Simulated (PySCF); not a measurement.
Vertical excitations of a molecule CH₁₁NSi₄ from TDA-PBE/def2-SVPD run with PySCF, as energy in eV (oscillator strength): 2.95 (0.005), 4.24 (0.001), 4.38 (0.005), 4.69 (0.042), 4.84 (0.001), 4.98 (0.161). Lowest triplet (TDA): 2.35 eV. Geometry: r2SCAN-D4/def2-SVP. One conformer was computed; it need not be the lowest.

Question: Which molecule gave these data?
(A) CN[SiH]1[SiH2][SiH2][SiH2]1
(B) N[Si]1([SiH3])[SiH2]C[SiH2]1
(C) [SiH3]/N=C\[SiH]([SiH3])[SiH3]
(D) [SiH3][C@@H]1N[SiH2][SiH2][SiH2]1

Answer: C, [SiH3]/N=C\[SiH]([SiH3])[SiH3]
